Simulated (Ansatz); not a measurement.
System: Hg2 (charge +1, doublet). The spin state was set by rule; other spins were not relaxed. 
Structure (B3LYP-D3(BJ)/def2-TZVP (Ansatz, a program for electronic structure) minimum search):
SMILES: [Hg][Hg+]
```xyz
2

Hg     0.0000     0.0000    -1.4370
Hg     0.0000     0.0000     1.4370
```
Charge +1, spin multiplicity 2.

Basis-set convergence of Hartree-Fock and MP2 correlation energies (hartree) with Ansatz. Cores are frozen in the correlated levels unless marked. Open shells are spin-unrestricted. Spin-orbit coupling is left out. Frozen are the shells of the preceding noble gas and the d and f shells that filled before the atom's block. In def2 rows, elements after Kr have scalar-relativistic effective core potentials.

```tsv
basis	functions	E(HF)	E(corr, MP2)
def2-SVP	64	-304.82301	-0.55579
def2-TZVPP	118	-304.83609	-0.81967
def2-QZVPP	176	-304.83730	-0.86441
```

Extrapolating the two largest sets (X = 3 and 4) as X^-3: E(corr) = (64·(-0.86441) - 27·(-0.81967))/37 = -0.8971 Eh, an estimate of the basis-set limit. The largest set recovers 96.4 % of it, the smallest 62.0 %.
